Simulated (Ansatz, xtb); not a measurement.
**C3H9FGe2: 4 structures ranked**

4 gas-phase structures of C3H9FGe2, from a drawn sample of its isomers (lower ones may exist). Each was relaxed with GFN2-xTB; where two conformers were screened, the lower at r2SCAN-D4/def2-SVP//GFN2-xTB is listed:

A. `F[C]1([GeH2][GeH3])CC1`, a singlet
B. `FC1[CH2][GeH2][GeH2][CH2]1`, a singlet
C. `F[C@@H]1[CH2][GeH2][C@H]1[GeH3]`, a singlet
D. `C=[CH][GeH2][CH2][GeH2][F]`, a singlet

Q: Make a reasoned guess at their ranking by r2SCAN-D4/def2-SVP//GFN2-xTB single-point energy.

A: Calculated order at r2SCAN-D4/def2-SVP//GFN2-xTB: B (0.0), D (6.6), C (30.6), A (33.3) kcal/mol. CCSD(T)/def2-SVP + ΔMP2/def2-TZVPP after further relaxation puts D lowest instead.

Energies above the lowest of each column, in kcal/mol; the last columns are at r2SCAN-D4/def2-SVP geometries and were run for some of them only (a dash: not run or not comparable):

| structure | GFN2-xTB | HF/STO-3G | r2SCAN-D4/def2-SVP//GFN2-xTB | r2SCAN-D4/def2-SVP | CCSD(T)/def2-SVP + ΔMP2/def2-TZVPP |
| --- | --- | --- | --- | --- | --- |
| B | 0.0 | 0.0 | 0.0 | 0.0 | 4.5 |
| D | 9.9 | 45.9 | 6.6 | 5.3 | 0.0 |
| C | 29.4 | 36.1 | 30.6 | 30.8 | 32.5 |
| A | 17.8 | 38.5 | 33.3 | – | – |

CCSD(T)/def2-SVP + ΔMP2/def2-TZVPP puts D lowest of those it was run on; GFN2-xTB picks B, HF/STO-3G picks B, r2SCAN-D4/def2-SVP//GFN2-xTB picks B, r2SCAN-D4/def2-SVP picks B. CCSD(T)/def2-SVP + ΔMP2/def2-TZVPP orders those it was run on as D (0.0), B (4.5), C (32.5) kcal/mol. Flexible structures stand in one conformer each, not always the lowest. Frequencies (GFN2-xTB) were run for B, C, D alone. The ΔMP2 step shifts differences by up to 3.4 kcal/mol, which makes them less sure. ΔMP2 is the change of the MP2 energy from the smaller to the larger basis.

Over these structures GFN2-xTB departs from r2SCAN-D4/def2-SVP//GFN2-xTB by 6.0 kcal/mol on average once a common shift is removed. A GFN2-xTB relaxation took about 0.15 s and the r2SCAN-D4/def2-SVP//GFN2-xTB energy about 3.8 s on a shared host (Ansatz 0.2.0, xtb 6.7.1).
